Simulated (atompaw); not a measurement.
An all-electron radial function and its pseudo partner (Eu (Z = 63))

Columns: radius, all-electron u(r) and pseudo u(r) of the 4f shell (level -4.03 eV) of europium in the configuration [Kr] 4d10 4f7 5s2 5p6 5d0 6s1 6p1; PBE, scalar-relativistic, PAW (atompaw) scheme, atompaw 4.2.0.5.

```tsv
r (bohr)	all-electron	pseudo
0.106	0.0786	0.0004
0.212	0.3844	0.0046
0.317	0.7065	0.0166
0.423	0.9206	0.0346
0.529	1.0147	0.0583
0.635	1.0226	0.1003
0.740	0.9817	0.1753
0.846	0.9166	0.2735
0.952	0.8428	0.3595
1.058	0.7685	0.4337
1.163	0.6982	0.5364
1.269	0.6324	0.6125
1.375	0.5721	0.5721
1.481	0.5174	0.5174
1.587	0.4680	0.4680
1.692	0.4239	0.4239
1.798	0.3840	0.3840
1.904	0.3482	0.3482
2.010	0.3161	0.3161
2.115	0.2877	0.2877
2.221	0.2619	0.2619
2.327	0.2387	0.2387
2.433	0.2180	0.2180
2.538	0.1995	0.1995
2.644	0.1827	0.1827
2.750	0.1676	0.1676
```

(1) How many radial nodes do the two functions have?

(2) At about which radius was the pseudo-wave matched?

(3) Is the pseudo-wave norm-conserving?

Answers

(1) The all-electron 4f function has n − l − 1 = 0; the pseudo-wave has 0.

(2) 1.35 bohr, where the columns begin to agree (steps of 0.11 bohr).

(3) No, it belongs to a PAW set: the norm inside the radius is not constrained, and the difference is carried by the augmentation charge.
